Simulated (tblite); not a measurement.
Compound: C6H9OSi (doublet state).
Atom-mapped SMILES: `[CH3:1][CH2:2][c:3]1[c:4][c:5]([SiH3:6])[o:7][cH:8]1` (hydrogens: H9, H10, H11 on C1; H12, H13 on C2; H14, H15, H16 on Si6; H17 on C8)
Bond orders are those of one Lewis drawing.

Computed with GFN2-xTB (tblite), gas phase: L-BFGS steps from a force-field or distance-geometry start until the largest atomic force falls under 0.01 eV/Å.

Step 22: E = -628.8257 eV
```
atom  x, y, z in Å  |  force x, y, z in eV/Å
C1     -2.6369    0.7015    0.5219   -0.066   0.108   0.030
C2     -2.0119   -0.6111    0.0333   -0.035  -0.078   0.013
C3     -0.5740   -0.4379   -0.3013    0.055  -0.034   0.063
C4      0.4956   -0.3194    0.6086    0.049   0.018   0.059
C5      1.6714   -0.1584   -0.0518   -0.074   0.078  -0.019
Si6     3.4192    0.1633    0.5465   -0.086   0.027  -0.053
O7      1.3724   -0.1692   -1.3869    0.156   0.040  -0.148
C8      0.0400   -0.3331   -1.5170    0.073   0.027   0.030
H9     -3.3036    0.5203    1.3607    0.003   0.030   0.013
H10    -3.2126    1.1898   -0.2587    0.012  -0.032  -0.112
H11    -1.8627    1.3989    0.8323    0.003  -0.043   0.127
H12    -2.5519   -0.9915   -0.8324   -0.016   0.003  -0.079
H13    -2.0782   -1.3647    0.8192   -0.032  -0.011   0.067
H14     3.2831    0.4271    1.9764    0.031  -0.033   0.052
H15     4.0076    1.3211   -0.1255   -0.079   0.069  -0.052
H16     4.2936   -0.9743    0.2776   -0.008  -0.137   0.013
H17    -0.3582   -0.3504   -2.5129    0.014  -0.031  -0.006
```

Step 23: E = -628.8297 eV
```
atom  x, y, z in Å  |  force x, y, z in eV/Å
C1     -2.6485    0.7033    0.5219   -0.010   0.048  -0.006
C2     -2.0133   -0.6061    0.0305   -0.021  -0.066   0.028
C3     -0.5720   -0.4308   -0.2942    0.041  -0.035   0.054
C4      0.4985   -0.3130    0.6142    0.035   0.024   0.071
C5      1.6737   -0.1603   -0.0488   -0.032   0.048   0.016
Si6     3.4215    0.1587    0.5437   -0.016   0.047  -0.028
O7      1.3786   -0.1804   -1.3843    0.100   0.057  -0.079
C8      0.0460   -0.3376   -1.5084    0.026   0.042  -0.013
H9     -3.3245    0.5137    1.3526    0.007   0.041  -0.036
H10    -3.2101    1.1968   -0.2671    0.016  -0.045  -0.056
H11    -1.8761    1.3957    0.8487   -0.015  -0.039   0.121
H12    -2.5459   -0.9890   -0.8402   -0.001   0.036  -0.052
H13    -2.0795   -1.3640    0.8123   -0.047  -0.004   0.080
H14     3.3039    0.4286    1.9754    0.017  -0.044   0.025
H15     3.9964    1.3188   -0.1371   -0.069   0.064  -0.049
H16     4.3025   -0.9745    0.2707   -0.030  -0.121   0.016
H17    -0.3581   -0.3480   -2.4999   -0.002  -0.053  -0.089
```

**Question.** Estimate the geometry and energy of step 24. (The exact step hangs on the optimiser's Hessian estimate; all steps are aligned on step 23, rigid shifts and turns removed.)

**Answer.** E = -628.8324 eV, largest force 0.118 eV/Å
```
atom  x, y, z in Å  |  force x, y, z in eV/Å
C1     -2.6526    0.7048    0.5217    0.036  -0.020  -0.027
C2     -2.0140   -0.6056    0.0298    0.006  -0.036   0.028
C3     -0.5701   -0.4291   -0.2908    0.020  -0.030   0.019
C4      0.5009   -0.3093    0.6166    0.015   0.025   0.038
C5      1.6740   -0.1575   -0.0496    0.020   0.027   0.030
Si6     3.4207    0.1575    0.5423    0.053   0.039  -0.004
O7      1.3827   -0.1827   -1.3860    0.013   0.063   0.007
C8      0.0494   -0.3390   -1.5054   -0.015   0.039  -0.034
H9     -3.3304    0.5131    1.3505   -0.008   0.040  -0.061
H10    -3.2079    1.1984   -0.2722    0.023  -0.041  -0.018
H11    -1.8797    1.3929    0.8566   -0.022  -0.025   0.099
H12    -2.5436   -0.9887   -0.8440    0.017   0.051  -0.016
H13    -2.0802   -1.3643    0.8114   -0.054   0.006   0.067
H14     3.3114    0.4277    1.9761    0.011  -0.049  -0.004
H15     3.9884    1.3198   -0.1418   -0.059   0.052  -0.043
H16     4.3028   -0.9782    0.2698   -0.057  -0.080   0.019
H17    -0.3589   -0.3477   -2.4950    0.000  -0.061  -0.101
```

The energy changes by -0.0026 eV. The first-order estimate −F·Δx gives -0.0037 eV and the mean of the old and new forces, exact on a quadratic surface, -0.0026 eV. The step makes an angle of 62° with the force vector and moves no atom by more than 0.009 Å.

What follows is the cost of the whole relaxation. Time: 0.41 s wall. Hardware: an AMD EPYC 9R45 with one thread, no GPU, shared host.
